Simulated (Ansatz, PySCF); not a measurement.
Gas-phase reaction (SMILES): II -> 2 I atom; the I-I bond at the site shown breaks (other sites are not compared here).

Structures are relaxed separately at B3LYP-D3(BJ)/def2-TZVP in Ansatz (a program for electronic structure). Valence correlation only, unless marked. Open shells are spin-unrestricted. Spin-orbit coupling is left out. Frozen are the shells of the preceding noble gas and the d and f shells that filled before the atom's block. In def2 rows, elements after Kr have scalar-relativistic effective core potentials. CBS(X,Y): correlation extrapolated as X^-3; Hartree-Fock from the larger set. Thermal terms are rigid-rotor harmonic-oscillator values from B3LYP-D3(BJ) frequencies (PySCF) at 298.15 K and 1 atm. 1 Eh = 627.5095 kcal/mol. Atoms have translation alone.

```csv
species,"E, CCSD(T)/CBS(def2-TZVPPD,def2-QZVPPD) (Ansatz) (Eh)","E, PBE/def2-TZVPD (Ansatz) (Eh)",H - E (Eh)
II,-593.72843,-595.41264,0.00433
I atom,-296.82684,-297.66560,0.00236
```

**Question.** Work out ΔE and ΔH at 298.15 K at the first level, then ΔH at the second.

**Answer.** 
1. ΔE = [2×(-296.82684)] - [(-593.72843)] = 0.07475 Eh = 46.9 kcal/mol at CCSD(T)/CBS(def2-TZVPPD,def2-QZVPPD).
2. The terms H - E add up to 0.00039 Eh, so ΔH = (0.07475 + (0.00039))×627.5095 = 47.2 kcal/mol.
3. At PBE/def2-TZVPD the same steps give ΔE = 51.1 and ΔH = 51.3 kcal/mol, a shift of +4.1 from the first level.
4. Tabulated enthalpies of formation (II 14.9 kcal/mol, ATcT 1.112; I atom 25.5 kcal/mol, ATcT 1.112) give ΔH = 36.1, so the errors are +11.1 and +15.2 kcal/mol; the tables hold anharmonic motion, spin-orbit effects, which both levels lack, and core correlation, which the frozen-core level lacks.
